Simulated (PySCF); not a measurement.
# Partial charges of `C#CCC#CC(F)F`

Species: C6H4F2.
Geometry (GFN2-xTB, Å), atoms numbered from 1 in this order:
```xyz
12
C6H4F2 angstrom
C      2.9840    0.9145   -0.0947
C      2.2050    0.1475    0.3896
C      1.2433   -0.7753    0.9693
C     -0.1031   -0.4235    0.5695
C     -1.1923   -0.0810    0.2032
C     -2.5457    0.2631   -0.1932
F     -3.1444   -0.7626   -0.8547
F     -3.3275    0.5234    0.8880
H      3.6805    1.5785   -0.5118
H      1.3137   -0.7406    2.0617
H      1.4630   -1.7944    0.6333
H     -2.5753    1.1498   -0.8505
```

Density: PBE0/pcSseg-1 (PySCF); schemes: Mulliken, IAO, Hirshfeld and ESP-fitted. Isolated species at its GFN2-xTB geometry, gas phase.

Q: What partial charge does each atom carry?

A: In e:

| atom | environment | Mulliken | IAO | Hirshfeld | ESP-fitted |
| --- | --- | --- | --- | --- | --- |
| C1 | terminal alkyne carbon | -0.327 | -0.228 | -0.109 | -0.525 |
| C2 | alkyne carbon | +0.134 | -0.021 | -0.037 | +0.171 |
| C3 | propargylic carbon | -0.108 | -0.287 | -0.026 | -0.351 |
| C4 | alkyne carbon | +0.025 | +0.018 | -0.010 | +0.119 |
| C5 | alkyne carbon | -0.232 | -0.099 | -0.077 | -0.265 |
| C6 | CHF2 carbon | +0.547 | +0.440 | +0.159 | +0.465 |
| F7 | fluorine of a CF2 group | -0.294 | -0.295 | -0.107 | -0.220 |
| F8 | fluorine of a CF2 group | -0.294 | -0.295 | -0.107 | -0.221 |
| H9 | alkyne hydrogen | +0.048 | +0.205 | +0.096 | +0.341 |
| H10 | methylene hydrogen | +0.191 | +0.200 | +0.079 | +0.202 |
| H11 | methylene hydrogen | +0.191 | +0.200 | +0.079 | +0.203 |
| H12 | methine hydrogen | +0.119 | +0.162 | +0.060 | +0.081 |

Mean size of the charges over all atoms: ESP-fitted 0.264 e, Mulliken 0.209 e, IAO 0.204 e, Hirshfeld 0.079 e. Each set sums to the total charge, 0, to within 0.001 e. The IAO scheme counts the electrons in orthogonalised intrinsic atomic orbitals, a minimal basis polarised so that it spans the occupied orbitals exactly. The Hirshfeld scheme divides the density at each point in proportion to the densities of the neutral, spherically averaged free atoms.

Lowest charge. The schemes don't all agree: Mulliken C1 (-0.327); IAO F7 and F8 (-0.295); Hirshfeld C1 (-0.109); ESP-fitted C1 (-0.525).

Highest charge. All schemes agree: Mulliken C6 (+0.547); IAO C6 (+0.440); Hirshfeld C6 (+0.159); ESP-fitted C6 (+0.465).

Q: How many electrons does the Mulliken scheme count on C2?

A: Z − q = 6 − (+0.134) = 5.866.

Q: How closely do the schemes follow one another over all atoms?

A: Correlation coefficient and root-mean-square difference: IAO with Hirshfeld 0.94, 0.154 e; Mulliken with Hirshfeld 0.92, 0.173 e; Mulliken with IAO 0.92, 0.101 e; IAO with ESP-fitted 0.90, 0.130 e; Mulliken with ESP-fitted 0.89, 0.134 e; Hirshfeld with ESP-fitted 0.87, 0.221 e.
